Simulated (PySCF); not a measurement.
Excitations are Tamm–Dancoff values on a coarser integration grid. The basis has no diffuse functions, so Rydberg states are missing or too high.

Cartesian coordinates (Å):
SMILES: [OH][Ga]([Br])[Br]
```xyz
5

O      1.4054     0.2022    -0.0380
Ga    -0.3702     0.1795     0.0163
Br    -1.4671     2.1562     0.0312
Br    -1.4891    -1.8041     0.0711
H      1.7788    -0.6893    -0.0401
```
Charge 0, multiplicity 1.

**Question.** Predict the S1 oscillator strength, S1–T1 gap (TDA) and HOMO from TPSSh-D3(BJ)/def2-TZVP in PySCF.

**Answer.** 
```
Quantity                   Value
----------------------  --------
S1 oscillator strength     0.019
S1–T1 gap (TDA)          0.38 eV
HOMO                    -8.05 eV
```
